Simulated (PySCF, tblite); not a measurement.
C₄H₁₂Si₃.
Atom-mapped SMILES: `[CH3:1][C:2]#[C:3][SiH2:4][Si@@H:5]([CH3:6])[SiH3:7]` (hydrogens: H8, H9, H10 on C1; H11, H12 on Si4; H13 on Si5; H14, H15, H16 on C6; H17, H18, H19 on Si7)

Geometry (GFN2-xTB, Å), atoms numbered from 1 in this order:
```
atom  x, y, z in Å
C1     3.2378    0.3647    1.7744
C2     2.3259   -0.3456    0.9042
C3     1.5735   -0.9410    0.1746
Si4    0.3512   -1.7877   -0.9194
Si5   -1.5978   -0.5127   -0.9189
C6    -2.2851   -0.4931    0.8629
Si7   -1.3851    1.6742   -1.6650
H8     4.2515    0.3130    1.3769
H9     3.2265   -0.0784    2.7704
H10    2.9409    1.4111    1.8499
H11    0.2238   -3.1605   -0.4030
H12    0.9754   -1.8884   -2.2481
H13   -2.6307   -1.2178   -1.7164
H14   -1.5800   -0.0216    1.5425
H15   -2.4706   -1.4977    1.2330
H16   -3.2202    0.0566    0.9268
H17   -2.6302    2.4498   -1.6642
H18   -0.4361    2.4368   -0.8478
H19   -0.8805    1.7218   -3.0404
```

Computed with CAM-B3LYP/def2-SVPD in PySCF (dipole) on a GFN2-xTB geometry, gas phase.

Take the most abundant isotopes and a rigid rotor. The values belong to one conformer with, in the numbering `[CH3:1][C:2]#[C:3][SiH2:4][Si@@H:5]([CH3:6])[SiH3:7]`, C3–Si4–Si5–C6 -63°.

Problem. What are A, B and C (cm⁻¹)?

Solution. Ia = 312.52, Ib = 696.76, Ic = 792.61 u·Å²; 505379 MHz·u·Å²/I gives 1617, 725.3 and 637.6 MHz, that is A = 0.05394, B = 0.02419, C = 0.02127 cm⁻¹.

Problem. What kind of rotor is it?

Solution. An asymmetric top; Ray's κ = -0.821.

Problem. Is it planar, by Δ = Ic − Ia − Ib?

Solution. Not planar: Δ = Ic − Ia − Ib = -216.66 u·Å². For a rigid frame Δ = −2 Σ m c², so Σ m c² = 108.33 u·Å² lies off the ab plane: 29.62 from hydrogen and 78.71 from heavier atoms. The atom farthest from that plane is 2.53 Å away.

Problem. Give the other two planar moments, Paa and Pbb, and the rms extents of the mass along the axes.

Solution. Paa = Σ m a² = (Ib + Ic − Ia)/2 = 588.43 and Pbb = Σ m b² = (Ia + Ic − Ib)/2 = 204.19 u·Å². With the mass M = 144.02 u, the rms extents √(P/M) along a, b and c are 2.02, 1.19, 0.87 Å.

Problem. List the rotational levels J(Ka,Kc) to J = 5 (K).

Solution. Above 0(0,0), as E/k:
J = 1: 1(0,1) 0.065, 1(1,1) 0.108, 1(1,0) 0.112
J = 2: 2(0,2) 0.196, 2(1,2) 0.235, 2(1,1) 0.247, 2(2,1) 0.376, 2(2,0) 0.376
J = 3: 3(0,3) 0.391, 3(1,3) 0.425, 3(1,2) 0.450, 3(2,2) 0.572, 3(2,1) 0.574, 3(3,1) 0.797, 3(3,0) 0.797
J = 4: 4(0,4) 0.650, 4(1,4) 0.677, 4(1,3) 0.719, 4(2,3) 0.833, 4(2,2) 0.838, 4(3,2) 1.059, 4(3,1) 1.059, 4(4,1) 1.373, 4(4,0) 1.373
J = 5: 5(0,5) 0.971, 5(1,5) 0.993, 5(1,4) 1.055, 5(2,4) 1.160, 5(2,3) 1.170, 5(3,3) 1.387, 5(3,2) 1.387, 5(4,2) 1.701, 5(4,1) 1.701, 5(5,1) 2.104, 5(5,0) 2.104
The levels of one J sum to (2J + 1)J(J + 1)(A + B + C)/3.

Problem. Which lines would a microwave search look for?

Solution. The dipole components are |μa| = 0.81 D, |μb| = 0.59 D, |μc| = 1.08 D. Intensities carry the squares of the components, which stand as 0.56 : 0.30 : 1.00 (a : b : c). Some lines, for components of 0.1 D or more:

| type | branch | J(Ka,Kc) | MHz | lower level (cm⁻¹) |
| --- | --- | --- | --- | --- |
| a | Q | 3(1,2) ← 3(1,3) | 526 | 0.295 |
| c | Q | 3(1,3) ← 3(0,3) | 699 | 0.272 |
| c | Q | 1(1,1) ← 1(0,1) | 892 | 0.045 |
| b | Q | 1(1,0) ← 1(0,1) | 980 | 0.045 |
| c | Q | 3(2,2) ← 3(1,2) | 2548 | 0.313 |
| b | Q | 2(2,0) ← 2(1,1) | 2682 | 0.172 |
| b | Q | 3(2,2) ← 3(1,3) | 3074 | 0.295 |
| b | R | 2(1,2) ← 1(0,1) | 3530 | 0.045 |
| a | R | 3(2,1) ← 2(2,0) | 4113 | 0.261 |
| c | R | 3(1,2) ← 2(0,2) | 5290 | 0.136 |
| c | R | 2(2,1) ← 1(1,1) | 5577 | 0.075 |
| b | R | 2(2,0) ← 1(1,1) | 5583 | 0.075 |
| c | R | 3(2,1) ← 2(1,1) | 6795 | 0.172 |
| b | R | 3(2,1) ← 2(1,2) | 7058 | 0.163 |
| c | R | 3(3,1) ← 2(2,1) | 8771 | 0.261 |

Problem. Estimate the classical rotational partition function at 50 K, 200 K and 298.15 K.

Solution. Point group C1, symmetry number σ = 1; q = (√π/σ)·√((kT/h)³/(ABC)), k/h = 20836.6 MHz/K: 68900 at 50 K, 551000 at 200 K, 1000000 at 298.15 K.

Its lowest GFN2-xTB frequency is 6i cm⁻¹, too small to tell a flat minimum from a shallow saddle. These are rigid-rotor constants of the computed structure; measured ground-state constants (B0) also hold zero-point vibration. A rigid rotor knows nothing of internal rotation, which can split or shift real lines.
